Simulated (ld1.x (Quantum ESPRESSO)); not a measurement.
**Sm: one change to a TM potential, before and after**

ld1.x (Quantum ESPRESSO) 7.5 input, shortened:

```
&input
   title='Sm', zed=62., rel=2, dft='PBE', iswitch=3,
   config='[Xe] 4f5 5d1 6s1 6p0', rel_dist='average'
 /
 &inputp
   pseudotype=2, tm=.true., lloc=1,
   nlcc=.true.
 /
3
6S  1  0   1.00   0.00  3.60  3.60  0.0
5D  3  2   1.00   0.00  2.75  2.75  0.0
6P  2  1   0.00   0.00  3.65  3.65  0.0
 &test
   configts(1)='5d1 6s1 6p0'
 /
```

Open shells are filled in proportion to 2j + 1 (rel_dist='average').

All-electron outer shells of the reference configuration (PBE, scalar-relativistic, ld1.x):

```csv
shell,level (eV),outermost node (bohr),outermost maximum (bohr)
4f,-14.16,–,0.61
6s,-9.02,1.66,3.31
5d,-8.51,0.83,1.98
6p,-5.65,1.96,4.20
```

Change: wave 6p (bound): rc 3.65 bohr becomes 6p (bound): rc 2.76 bohr.

Cutoffs: the cutoffs (Ry, on a coarse ladder) from which the occupation-weighted sum of valence levels, in a spherical-Bessel basis at the reference potential, stays within 10 and 1 mRy of its value at 400 Ry; they do not see the model core or the augmentation charge, which bear on the density cutoff. Errors are all-electron minus pseudo energies relative to the spin-unpolarised reference configuration.

Task: Predict the effect on cutoff, ghosts and configuration errors.

Result: The potential gets softer (15 Ry and 18 Ry → 12 Ry and 18 Ry); a bound ghost appears in p, s, which as a rule spoils a file; of the 7 tests that both files solve, the error grows in 5 and shrinks in 0 by more than 15 % and 0.3 meV (median size 22.4 → 23.6 meV). That the errors move this way runs against the usual rule that smaller radii transfer better.

```tsv
quantity	base	changed
cutoff, loose	15 Ry	12 Ry
cutoff, tight	18 Ry	18 Ry
bound ghosts	none	s, p3/2 (extra level of the local part), p1/2 (extra level of the local part)
error for 5d1 6s2 6p0, meV [ΔE -6.45 eV]	+0.2	-4.9
error for 5d1 6s0 6p0, meV [ΔE 11.77 eV]	-22	-19
error for 5d1 6s1.5 6p0, meV [ΔE -3.86 eV]	-0.5	-1.8
error for 5d2 6s0 6p0, meV [ΔE 0.76 eV]	-77	-72
error for 5d1 6s0 6p2, meV [ΔE -0.90 eV]	-30	-74
error for 5d1.5 6s1.5 6p0, meV [ΔE -5.78 eV]	-19	-24
error for 5d0 6s2 6p0, meV [ΔE -0.24 eV]	-66	-85
```

 A true bound ghost makes a file unfit for plane-wave use even where its test errors are small: the radial tests pick states by their node count and pass the ghost by.
